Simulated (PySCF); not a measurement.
**Bond length, frequency and bond energy of CaTl by level of theory**

State: ²Π (doublet), unpaired electrons π ↑. Set-up: PySCF, scalar-relativistic core potentials, basis sets Ca def2-SVP, Tl def2-SVP with ECP60. De refers to Ca + Tl in their high-spin ground configurations, without counterpoise correction. The functionals are run spin-unrestricted. A positive dipole means Ca(−)Tl(+). Levels whose curve was spin-contaminated or gave no clean fit are not listed.

```json
{"Level": "ROHF-MP2", "Re (Å)": "3.441", "ωe (cm⁻¹)": "91.0", "De (eV)": "0.325", "μ (D)": "n/a", "CPU s a point (SCF and correlation, without the integrals)": "0.17"}
{"Level": "ROHF-SCS-MP2", "Re (Å)": "3.518", "ωe (cm⁻¹)": "78.9", "De (eV)": "0.244", "μ (D)": "n/a", "CPU s a point (SCF and correlation, without the integrals)": "n/a"}
{"Level": "ROHF-CCSD", "Re (Å)": "3.490", "ωe (cm⁻¹)": "85.7", "De (eV)": "0.275", "μ (D)": "n/a", "CPU s a point (SCF and correlation, without the integrals)": "n/a"}
{"Level": "ROHF-CCSD(T)", "Re (Å)": "3.438", "ωe (cm⁻¹)": "94.8", "De (eV)": "0.337", "μ (D)": "n/a", "CPU s a point (SCF and correlation, without the integrals)": "5.2"}
{"Level": "PBE", "Re (Å)": "3.275", "ωe (cm⁻¹)": "122", "De (eV)": "0.70", "μ (D)": "-1.81", "CPU s a point (SCF and correlation, without the integrals)": "0.6"}
{"Level": "BP86", "Re (Å)": "3.266", "ωe (cm⁻¹)": "122", "De (eV)": "0.66", "μ (D)": "-1.85", "CPU s a point (SCF and correlation, without the integrals)": "0.4"}
{"Level": "B3LYP", "Re (Å)": "3.319", "ωe (cm⁻¹)": "111", "De (eV)": "0.454", "μ (D)": "-1.97", "CPU s a point (SCF and correlation, without the integrals)": "0.72"}
{"Level": "M06", "Re (Å)": "3.276", "ωe (cm⁻¹)": "123", "De (eV)": "0.68", "μ (D)": "-1.57", "CPU s a point (SCF and correlation, without the integrals)": "0.75"}
{"Level": "ωB97X", "Re (Å)": "3.342", "ωe (cm⁻¹)": "102", "De (eV)": "0.396", "μ (D)": "-1.90", "CPU s a point (SCF and correlation, without the integrals)": "0.85"}
```

Question: Which functional lies closest to ROHF-CCSD(T) in De, which farthest, and by how much do they differ from it?

Answer: Closest is ωB97X (-9.6 pm in Re, +7.6 % in ωe, +0.06 eV in De against ROHF-CCSD(T) in the same basis), farthest PBE (-16.3 pm in Re, +28.7 % in ωe, +0.36 eV in De). CCSD(T) converges more slowly with the basis than the functionals do and binds too weakly in this one, so the order can change at the basis-set limit.

Question: What does the triples do here, going from ROHF-CCSD to ROHF-CCSD(T)?

Answer: ROHF-CCSD(T) less ROHF-CCSD: -5.2 pm in Re, +10.6 % in ωe, +0.06 eV in De. Correlation nearly always deepens the well. The bond shortens, as in weak, metallic or heavy-atom bonds, where dispersion and the correlation of outer-core electrons pull the atoms together.

Correlated steps freeze 9 core orbitals. The bond is weak. Basis-set superposition, not corrected here, can be much of De in a small basis, most of all at correlated wavefunction levels. Functionals without a dispersion term scatter widely for such bonds, and LDA overbinds them. Spin–orbit coupling is left out, which matters for elements this heavy, above all for dissociation energies. The state is the lowest determinant that a PBE0 search found; another state may lie lower at other levels.

The whole job (state search and all levels along the bond) took about 2.5 min on 1 thread of Intel Xeon Platinum 8488C (shared host), peak memory 0.63 GiB.
